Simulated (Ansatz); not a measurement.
Compare A (`N#CC(O)(F)[SiH3]`) with its isomer B (`FC1N=C[SiH2]O1`).

Program: Ansatz. Geometries: PBE0-D4/def2-TZVP. ΔE: electronic, gas phase. CBS: MP2 limit from def2 TZ/QZ plus the TZ coupled-cluster correction, frozen cores. DFT in def2-TZVPP. B3LYP here is the variant with VWN-RPA as its local correlation; programs differ in this. One conformer a species, not always the lowest.

A:

```xyz
10

N     0.7204    2.4143   -0.9546
C     0.2517    1.5366   -0.3788
C    -0.2854    0.3686    0.3376
O     0.2329    0.2627    1.6043
F    -1.6645    0.5380    0.3939
Si    0.0830   -1.2792   -0.6060
H     0.1769    1.1141    2.0566
H    -0.5053   -2.3643    0.2105
H     1.5522   -1.4136   -0.7291
H    -0.5618   -1.1773   -1.9344
```

B:

Z-matrix (Å, degrees):
```
C
N 1 1.451
O 1 1.386 2 113.6
F 1 1.361 2 107.3 3 120.2
H 1 1.094 2 109.5 3 -123.1
C 2 1.270 1 113.6 3 -0.8
Si 3 1.657 1 112.5 2 1.7
H 6 1.089 2 118.1 1 -179.2
H 7 1.482 3 111.3 1 -119.3
H 7 1.482 3 113.3 1 116.3
```

Which is lower in electronic energy at CCSD(T)/CBS, and by how much? (Best estimate.)

Ansatz gave: B, by 147.2 kJ/mol.

Give E(B) − E(A) in kJ/mol with PBE-D4, r2SCAN-D4, CCSD/def2-TZVPP, MP2/def2-TZVPP, B3LYP, PBE0-D4, B3LYP-D4. (Estimate.)

The calculation gave: PBE-D4 -145.6, r2SCAN-D4 -155.1, CCSD/def2-TZVPP -141.7, MP2/def2-TZVPP -137.6, B3LYP -139.0, PBE0-D4 -160.1, B3LYP-D4 -142.0. None reverses the order clearly.

Largest T1 diagnostic: 0.014.

The D4 term adds −3.0 kJ/mol with B3LYP and −1.3 kJ/mol with PBE0; it sums over pairs of atoms, weighted by their polarisabilities, and B3LYP, whose exchange is more repulsive, gets the larger term. From PBE to PBE0 (25 % exact exchange), in def2-TZVPP and without D4, E(B) − E(A) moves by −14.9 kJ/mol.
